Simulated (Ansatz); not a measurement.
A run of Ansatz (development build ahead of 0.2.0) on doublet AgPd at this shape:

```yaml
atoms:
  - { symbol: Pd, position_ang: [0.0000, 0.0000, 0.0000] }
  - { symbol: Ag, position_ang: [0.0000, 0.0000, 5.2256] }
```

Its results:

```
Converged                       : yes
Total energy                    : -274.86637 hartree
Spin squared of the determinant : 0.818
Stability test                  : minimum
```

Question: Which input gives this output? Name the method, the orbitals and the basis set, and write the input.

Answer: PBE (unrestricted) in def2-TZVPP. The basis set brings a core potential for Ag, Pd, so the total leaves out those core electrons.

```yaml
crystal:
  periodic: [false, false, false]
  atoms:
    - { symbol: Pd, position_ang: [0.0, 0.0, 0.0] }
    - { symbol: Ag, position_ang: [0.0, 0.0, 5.2256] }
basis:
  gaussian: { orbitals: def2-TZVPP }
magnetization:
  spin_polarized: true
  initial_magnetization: 1
hamiltonian:
  xc: pbe
```

Caution: charge can spread falsely over distant fragments; other spin multiplicities were not run.
